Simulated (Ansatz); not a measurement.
Cost and result up the ladder for Cu(CO)H (CHCuO) (4 atoms). Charge 0, multiplicity 1. Geometry: PBE0-D4/def2-TZVP.

```xyz
4

Cu   -0.586    0.546   -0.184
C     0.727   -0.681    0.232
O     1.529   -1.427    0.483
H    -1.669    1.562   -0.531
```

Ansatz on 4 threads of Arm Neoverse V2 on a shared host. Times are rough, and most runs start from the orbitals of an earlier one. CAM-B3LYP-D4/def2-TZVP serves as the yardstick here, not as an exact answer. Differences are given only for rows in sets of like size (and for xTB, whose basis is part of the method), since another set adds its own error. Binding counts from free atoms at the same level (Cu doublet, C triplet, O triplet, H doublet; other spins of the atoms weren't run), without zero-point energy or a counterpoise term.

B3LYP takes the VWN-RPA correlation. Correlated methods freeze 11 core orbitals.

Correlated methods converge slowly with the basis.

```tsv
level	functions	wall time	binding energy per atom (eV)	difference from CAM-B3LYP-D4/def2-TZVP (eV)	remarks
PBE-D4/def2-SVP	64	0.4 s	4.12	–	–
PBE0-D4/def2-SVP	64	0.55 s	3.81	–	–
PBE-D4/def2-TZVP	113	0.6 s	3.99	0.23	–
revPBE-D4/def2-TZVP	113	0.6 s	3.84	0.08	–
MP2/def2-TZVP	113	0.6 s	3.86	0.10	test for broken spin undecided
BLYP-D4/def2-TZVP	113	0.7 s	3.89	0.12	–
B3LYP-D4/def2-TZVP	113	0.7 s	3.74	-0.03	–
PBE0-D4/def2-TZVP	113	0.8 s	3.72	-0.04	–
CAM-B3LYP-D4/def2-TZVP	113	0.85 s	3.76	0.00	–
PBE-D4/def2-TZVPD	134	0.9 s	3.99	0.23	–
PBE0-D4/def2-TZVPD	134	1.1 s	3.72	-0.04	–
r2SCANh-D4/def2-TZVP	113	1.4 s	3.76	0.00	–
r2SCAN-D4/def2-TZVP (with forces)	113	1.6 s	3.87	0.10	–
B97M-V/def2-TZVP	113	2.2 s	3.83	0.07	–
```
